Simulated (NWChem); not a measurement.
Correlation energy of CH2ClF

```xyz
5

F      1.3594    -0.7713     0.0000
C      0.6965     0.4075     0.0000
Cl    -1.0767     0.1499     0.0000
H      0.9452     0.9746     0.9090
H      0.9452     0.9746    -0.9090
```
Charge 0, spin multiplicity 1.

Everything below was run with NWChem. All single points use one geometry, from B3LYP/def2-SVP, a minimum by its harmonic frequencies.

Basis set: def2-SVP. Each correlation energy counts from its own Hartree-Fock reference.

The correlated methods keep 7 core orbitals frozen. The structure started from a generated list of species. Coupled-cluster values serve here as a point of comparison, not as the truth.

Question: For the correlation energy, MP2 gives -458.6 mHa and SCS-MP2 gives -448.3 mHa. What do CR-CCSD[T], CR-CCSD(T), CCSD give?

Answer: CR-CCSD[T]: -494.7 mHa; CR-CCSD(T): -494.1 mHa; CCSD: -486.0 mHa.
